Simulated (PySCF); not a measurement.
Bonds broken one at a time in the series Al Br-H. All species are isolated molecules in the gas phase. Strings in code marks are SMILES.

The dipole moment from two functionals at the same geometries (r2SCAN-D4/def2-TZVP), both in PySCF: PBE-D3(BJ)/def2-TZVP and r2SCAN-D4/def2-TZVP. 

```
species                                r2SCAN-D4/def2-TZVP (D)
-------------------------------------  -----------------------
whole molecule (`[Br][Al]([Br])[Br]`)                     0.00
radical fragment (`[Br]`)                                 0.00
radical fragment (`[Br][Al][Br]`)                         1.30
whole molecule (`[Br][AlH][Br]`)                          0.83
radical fragment (`[AlH][Br]`)                            1.45
whole molecule (`[AlH3]`)                                 0.00
```

Task: What does PBE-D3(BJ)/def2-TZVP give for each?

Result: 
- whole molecule (`[Br][Al]([Br])[Br]`): 0.00
- radical fragment (`[Br]`): 0.00
- radical fragment (`[Br][Al][Br]`): 1.18
- whole molecule (`[Br][AlH][Br]`): 0.78
- radical fragment (`[AlH][Br]`): 1.34
- whole molecule (`[AlH3]`): 0.00
Over these rows, drawn at random from the members with no instability flagged (it was tested for open shells, ions and some series alone), PBE minus r2SCAN-D4: mean -0.05 D, from -0.12 D to 0.00 D.
